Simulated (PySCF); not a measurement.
FHSi, neutral, multiplicity 1. Atoms are numbered in the order given.

```xyz
3

Si     0.1183     0.5896     0.0000
H     -1.3903     0.8968     0.0000
F     -0.0295    -1.0168     0.0000
```

Geometry optimised at PBE0-D3(BJ)/def2-TZVPD. The isomer is the one that the SMILES or the coordinates give; other isomers of the formula were not compared.

Vertical ionisation energy (IE) and electron affinity (EA) in eV. Rows of orbital energies are one-electron estimates. Where ΔSCF, EOM or ADC give a negative EA the extra electron is unbound and the value depends on the basis.

```tsv
level	IE	EA
−ε(HOMO), −ε(LUMO), PBE/def2-TZVPD (PySCF)	5.89	3.58
−ε(HOMO), −ε(LUMO), ωB97X/def2-TZVPD (PySCF)	9.32	0.53
EOM-CCSD/aug-cc-pVDZ (PySCF)	9.64	0.47
ADC(2)/aug-cc-pVDZ (PySCF)	9.33	0.52
```

Task: Beyond the first one, list the lowest photoelectron lines from ADC(2)/aug-cc-pVDZ (PySCF) with their pole strengths (two spins summed). (An estimate is asked for; the answer gives what the named calculation found.)

Result: 13.62 eV (1.76), 14.33 eV (1.73), 14.76 eV (1.75), 17.77 eV (1.74).
